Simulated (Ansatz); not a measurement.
Geometry optimisation, RKS PBE/cc-pVDZ in Ansatz.

The input (input.yaml):

```yaml
crystal:
  periodic: [false, false, false]
  atoms:
    - { symbol: B, position_ang: [-0.4826, 1.2562, -0.5482] }
    - { symbol: B, position_ang: [0.3447, -0.106, -0.7217] }
    - { symbol: C, position_ang: [0.4655, -1.1829, 0.4025] }
    - { symbol: "N", position_ang: [0.0218, -1.0573, 1.5684] }
    - { symbol: H, position_ang: [-0.5863, 2.0485, -1.4844] }
    - { symbol: H, position_ang: [-1.1003, 1.5777, 0.4392] }
    - { symbol: H, position_ang: [0.9182, -0.2944, -1.7479] }
    - { symbol: H, position_ang: [1.1341, -2.0476, 0.1989] }
    - { symbol: H, position_ang: [0.24742, -1.75452, 2.37173] }
basis:
  gaussian: { orbitals: cc-pVDZ }
hamiltonian:
  xc: pbe
relax:
  f_tol: 0.015
  max_steps: 40
```

Run as:

```bash
$ ansatz run input.yaml --threads 1 --pin off --max-ram 2048MiB --backend cpu --events-out ev --progress --plain --runs-dir out
```

Q: Where does it end, and by what steps?

A: It converged. After 16 steps the energy has fallen by 1.144 eV; H5 moved furthest, 1.14 Å.

```
step  energy less start (eV)  largest force component (eV/Å)  accepted
   0                  0.0000                           3.840       yes
   1                 -0.4050                           1.872       yes
   2                 -0.4583                           1.104       yes
   3                 -0.6273                           0.454       yes
   4                 -0.7566                           0.631       yes
   5                 -0.8638                           0.768       yes
   6                 -1.0376                           0.497       yes
   7                 -1.1223                           0.161       yes
   8                 -1.1372                           0.258       yes
   9                 -1.1357                           0.211        no
  10                 -1.1419                           0.071       yes
  11                 -1.1425                           0.059       yes
  12                 -1.1434                           0.035       yes
  13                 -1.1436                           0.026       yes
  14                 -1.1437                           0.025       yes
  15                 -1.1436                           0.032        no
  16                 -1.1439                           0.012       yes
```

```xyz
9
Properties=species:S:1:pos:R:3
B -0.536 1.280 -0.587
B 0.526 0.029 -0.538
C 0.404 -1.239 0.385
N 0.111 -1.058 1.635
H -1.453 1.322 -1.390
H -0.431 2.250 0.145
H 1.505 0.065 -1.276
H 0.650 -2.247 -0.042
H 0.187 -1.963 2.147
```

Whether the end is a true minimum wasn't checked by a vibrational analysis.

Run time: 35 s on 1 thread of Arm Neoverse V2, on a shared host, peak memory 0.12 GiB.
